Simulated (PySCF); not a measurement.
Species: C6H7GeN.
Bonds: C1–C2 (triple), C2–Ge3, Ge3–N4, N4–C5 (aromatic), C5–C6 (aromatic), C6–C7 (aromatic), C7–C8 (aromatic), N4–C8 (aromatic). Hydrogens: H9 on C1; H10, H11 on Ge3; H12 on C5; H13 on C6; H14 on C7; H15 on C8.

The calculation used TDDFT CAM-B3LYP/def2-SVPD, vertical, gas phase, core orbitals frozen in the response (PySCF). The structure is a single PBE0-D3(BJ)/def2-SVP conformer in the gas phase; no vibrational or solvent corrections. The CAM-B3LYP/def2-SVPD calculation is non-relativistic and has no spin–orbit coupling, an omission that weighs most on germanium. Torsions of this conformer, `[CH:1]#[C:2][GeH2:3][n:4]1[cH:5][cH:6][cH:7][cH:8]1`: C2–Ge3–N4–C5 138°.

Q: List the vertical singlet excitations with oscillator strengths and describe the spectrum.

A: 

| state | E (eV) | ν̃ (cm⁻¹) | f | main configurations (H = HOMO, L = LUMO) |
| --- | --- | --- | --- | --- |
| S1 | 5.36 | 43200 | 0.0001 | H→L (95%) |
| S2 | 5.92 | 47760 | 0.015 | H→L+1 (82%) |
| S3 | 5.99 | 48290 | 0.0032 | H-2→L (67%) |
| S4 | 6.13 | 49470 | 0.0005 | H→L+2 (51%), H-1→L (35%) |
| S5 | 6.14 | 49530 | 0.0011 | H-1→L (48%), H→L+2 (36%) |
| S6 | 6.29 | 50700 | 0.015 | H→L+3 (49%), H→L+4 (9%) |
| S7 | 6.34 | 51150 | 0.0028 | H-3→L (23%), H-3→L+1 (16%), H-2→L+1 (10%) |
| S8 | 6.36 | 51280 | 0.041 | H→L+4 (19%), H-3→L (14%), H-3→L+1 (11%) |
| S9 | 6.44 | 51950 | 0.039 | H→L+4 (20%), H-3→L+1 (17%), H→L+5 (11%) |
| S10 | 6.69 | 53950 | 0.074 | H→L+6 (41%), H-1→L+1 (20%), H→L+3 (12%) |

Triplets (Tamm–Dancoff): T1 4.21 eV, H→L+4 (34%), H→L+6 (24%), H→L+5 (13%); T2 4.95 eV, H-3→L (43%), H-2→L+1 (19%), H-2→L+2 (12%); T3 5.28 eV, H-1→L+4 (22%), H→L+12 (16%), H-1→L+6 (16%); T4 5.33 eV, H→L (81%).

The lowest singlet lies at 5.36 eV (231 nm, ultraviolet) and is dark (f under 0.0005); its leading configuration is HOMO→LUMO (95%). The strongest level in the table is S10 at 6.69 eV (185 nm, f = 0.074). It is the last of those listed, so stronger ones may follow. S4/S5 lie within about 0.01 eV of each other. Löwdin shares by element: HOMO carbon 84% or more (atoms not listed hold the other 16%); LUMO carbon 43% or more, germanium 28%, hydrogen 7% or more (atoms not listed hold the other 22%). Of the 10 states listed, 5 reach f = 0.01 and 2 stay under 0.0005. The oscillator strengths of these states sum to 0.192; summed over the whole spectrum of an exact calculation they would give the number of electrons, 82 (Thomas–Reiche–Kuhn). Weighted by f, the mean energy of these states is 6.45 eV. No computed singlet lies in the visible range (380 to 750 nm); the lowest, at 231 nm, stands 2.09 eV above its violet end (3.26 eV). All these states lie below the vertical ionisation energy of 8.06 eV (ΔSCF). Only the lowest 10 singlets were computed, as vertical energies without vibronic structure.
